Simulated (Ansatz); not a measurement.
`CCBC[SiH3]` + H₂ → `BC[SiH3]` + ethane at 500 K and 1 bar (hydrogenolysis of a B–C bond).

Program: Ansatz. Geometries: PBE0-D4/def2-TZVP. ΔE: electronic, gas phase. CBS: MP2 limit from def2 TZ/QZ plus the TZ coupled-cluster correction, frozen cores. This one scheme is used for every species. Each species was taken in one conformer, which may not be the lowest.

```
     species  CCSD(T)/CBS energy (Eh)  H − E (kJ/mol)  S (J/(mol·K))
`CCBC[SiH3]`               -434.65540           397.8          458.3
          H₂                 -1.17544            41.0          145.5
  `BC[SiH3]`               -356.11784           228.6          357.7
        `CC`                -79.71954           220.5          259.9
```

H − E and S are ideal-gas, rigid-rotor, harmonic terms from PBE0-D4/def2-TZVP, for one conformer and one mirror image of each species. For small species the MP2-based limit differs from directly extrapolated CCSD(T) by up to some mEh (0.8 for H₂); such offsets cancel only in part. 1 Eh = 2625.50 kJ/mol, R = 8.31446 J/(mol·K).

By hand: ΔE, ΔH, ΔS and ΔG.

ΔE = (-356.11784) + (-79.71954) − (-434.65540) − (-1.17544) = -0.00654 Eh = -17.2 kJ/mol. Δ(H − E) = 228.6 + 220.5 − 397.8 − 41.0 = 10.3, so ΔH = -6.9 kJ/mol. ΔS = 357.7 + 259.9 − 458.3 − 145.5 = 13.8 J/(mol·K). ΔG = -6.9 − 500 × (13.8)/1000 = -13.8 kJ/mol.

By hand: the equilibrium constant, and the temperature at which ΔG would vanish if ΔH and ΔS stayed fixed.

log₁₀ K = −ΔG/(RT ln 10) = 1.4. ΔH and −TΔS have one sign here, so there is no such temperature.

TΔS isn't small against ΔH here. A doubt of 5 kJ/mol in ΔE shifts log₁₀ K by 0.5 here. Other conformers and mirror images would add mixing entropy, several J/(mol·K) or more a flexible species. Modes under 60 cm⁻¹, often nearly free rotors, make the harmonic entropy too high. These are equilibria of isolated gas molecules and say nothing of rates. Largest T1 diagnostic: 0.011 (customary marks: 0.02 for closed shells, 0.045 for open ones).
